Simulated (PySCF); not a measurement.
C3H4N2OSi.
Bonds: N1–C2 (triple), C2–C3, C3–C4, C4–N5 (triple), C3–O6, O6–Si7. Hydrogens: H8 on C3; H9, H10, H11 on Si7.

Method: PBE0-D3(BJ)/def2-SVP geometry optimisation, gas phase in PySCF.

Problem. List the bond lengths, angles and torsions at this level.

Solution. 
| bond | length (Å) |
| --- | --- |
| N1≡C2, C4≡N5 | 1.155 |
| C2–C3, C3–C4 | 1.477 |
| C3–O6 | 1.383 |
| O6–Si7 | 1.693 |
| C3–H8 | 1.111 |
| Si7–H9, Si7–H11 | 1.486 |
| Si7–H10 | 1.494 |

Bonds in one row agree within 0.01 Å and their mean is given. A selection of angles:
| angle | degrees |
| --- | --- |
| N1–C2–C3 | 176.0 |
| C2–C3–C4 | 110.0 |
| C2–C3–O6 | 112.4 |
| C2–C3–H8 | 106.3 |
| C4–C3–O6 | 109.8 |
| O6–C3–H8 | 111.9 |
| C3–C4–N5 | 178.2 |
| C3–O6–Si7 | 124.8 |
| O6–Si7–H9 | 105.0 |
| O6–Si7–H10 | 107.9 |
| O6–Si7–H11 | 110.2 |
| H9–Si7–H10 | 112.0 |
| H10–Si7–H11 | 109.8 |

Torsions: C2–C3–O6–Si7 68° (synclinal). The mirror-image conformer, all signs reversed, is as good.

Si7 (oxygen-bound silicon) is distorted tetrahedral (angles from 105.0° to 112.0°). O6 (silyl ether oxygen) is bent (angle 124.8°).

Point group: C1 (no symmetry element, even within 0.4 Å). Not checked by PBE0-D3(BJ)/def2-SVP frequencies. One conformer, not necessarily the lowest.

On one thread, Arm Neoverse V1 (aarch64), shared host, this took 72 s and 0.50 GiB of memory at its peak. This is the geometry optimisation.
